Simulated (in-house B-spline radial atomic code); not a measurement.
N II (N+) is squeezed into an impenetrable sphere of radius R (the orbitals vanish at R). Level of theory: non-relativistic PBE, spin-polarised, spherical fractional occupations, point nucleus; calculated with a B-spline radial code for spherical atoms.

Energies in eV above the free ion in [He] 2s2 2p2:

| R (bohr) | highest level (eV) | [He] 2s2 2p2 | [He] 2s1 2p3 | -dE/dV in [He] 2s2 2p2 (GPa) |
| --- | --- | --- | --- | --- |
| 8.72 | -22 | 0 | 5.601 | 1.5e-05 |
| 5.98 | -22 | 0.003756 | 5.605 | 0.0213 |
| 4.88 | -21.9 | 0.04934 | 5.656 | 0.414 |
| 4.45 | -21.8 | 0.1336 | 5.747 | 1.34 |
| 3.86 | -21.3 | 0.5194 | 6.155 | 6.88 |
| 2.86 | -17.8 | 5.132 | 10.8 | 124 |
| 2.67 | -16.2 | 7.945 | 13.56 | 221 |
| 2.2 | -8.55 | 23.73 | 28.78 | 995 |
| 1.68 | 13.2 | 83.77 | 84.92 | 6440 |
| 1.53 | 25.4 | 123.1 | 120.9 | 11800 |

(1) Does [He] 2s1 2p3 fall below [He] 2s2 2p2 under compression?

The highest level is first positive in the row R = 1.68 bohr, pushed up by confinement above the zero of the free ion's potential. Each configuration is held fixed and needn't be the lowest in the sphere.

Results:

(1) Yes, between R = 1.68 and 1.53 bohr the order changes (near 1.63 bohr by linear interpolation).
